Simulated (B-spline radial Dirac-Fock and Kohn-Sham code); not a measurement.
# P²⁺ 3s: cross section and angular parameters

System: phosphorus as P²⁺, configuration 1s2 2s2 2p6 3s2 3p1; threshold 37.92 eV (orbital energy of the model). The computed values come from a radial finite-basis atomic code: Dirac-Hartree-Slater photoionisation with a Latter tail; cross sections with all multipoles, angular parameters from the dipole term and its interference with E2.

| hν (eV) | σ (kb) | β | γ |
| --- | --- | --- | --- |
| 57.3 | 438 | 2.000 | 0.148 |
| 60 | 425 | 2.000 | 0.147 |
| 61.8 | 417 | 2.000 | 0.148 |
| 89.6 | 270 | 2.000 | 0.118 |
| 100 | 238 | 2.000 | 0.102 |
| 109 | 212 | 2.000 | 0.087 |
| 132 | 162 | 2.000 | 0.054 |
| 152 | 130 | 2.000 | 0.031 |
| 163 | 117 | 2.000 | 0.020 |
| 182 | 97.0 | 2.000 | 0.004 |
| 247 | 57.3 | 2.000 | -0.025 |
| 289 | 43.8 | 2.000 | -0.033 |
| 400 | 24.6 | 2.000 | -0.024 |
| 600 | 11.6 | 2.000 | 0.036 |
| 800 | 6.60 | 2.000 | 0.113 |
| 1060 | 3.69 | 2.000 | 0.218 |
| 1210 | 2.78 | 2.000 | 0.278 |
| 1560 | 1.58 | 2.000 | 0.410 |
| 1900 | ? | ? | ? |
| 2000 | 0.891 | 2.000 | 0.557 |
| 2090 | 0.804 | 2.000 | 0.585 |
| 2984.4 | 0.341 | 2.000 | 0.832 |
| 3960 | 0.167 | 2.000 | 1.066 |
| 4780 | 0.103 | 2.000 | 1.242 |
| 5950 | 0.0572 | 2.000 | 1.463 |
| 6000 | 0.0560 | 2.000 | 1.472 |
| 6660 | 0.0422 | 2.000 | 1.583 |
| 7750 | 0.0278 | 2.000 | 1.753 |
| 10600 | 0.0116 | 2.000 | 2.139 |
| 11200 | 0.00988 | 2.000 | 2.213 |

Q: Give the values at 1900 eV.

A: σ = 1.00 kb, β = 2.000, γ = 0.525. For an s subshell δ is negligible.
